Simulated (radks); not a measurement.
Values are calculated unless marked as measured or tabulated.
Task: Cr II, 23 electrons, occupied as [Ar] 3d3 4p2 (not the ground configuration). Level of theory: Dirac Kohn-Sham, PBEsol, spin-unpolarised, spherical densities, finite nucleus; open shells are shared between the two j in proportion to 2j + 1; Fermi nuclear charge, rms radius 3.6452 fm (a radial shooting solver on a logarithmic mesh with Libxc functionals). Some entries of the table are withheld. Estimate them.

| orbital | occ. | eigenvalue (hartree) | r(max) (bohr) |
|---|---|---|---|
| 1s1/2 | 2 | -216.6009 | 0.04163 |
| 2s1/2 | 2 | (1) | (2) |
| 2p1/2 | 2 | -21.60258 | 0.1962 |
| 2p3/2 | 4 | -21.28562 | 0.1986 |
| 3s1/2 | 2 | -3.46578 | (3) |
| 3p1/2 | 2 | -2.43315 | (4) |
| 3p3/2 | 4 | -2.39392 | (5) |
| 3d3/2 | 1.2 | -0.78436 | 0.7944 |
| 3d5/2 | 1.8 | -0.78045 | 0.7965 |
| 4p1/2 | 0.666667 | -0.34549 | 2.800 |
| 4p3/2 | 1.33333 | -0.34235 | 2.820 |

Result: 
(1) 2s1/2 eigenvalue (hartree): -25.29234
(2) 2s1/2 r(max) (bohr): 0.2438
(3) 3s1/2 r(max) (bohr): 0.7734
(4) 3p1/2 r(max) (bohr): 0.7870
(5) 3p3/2 r(max) (bohr): 0.7937
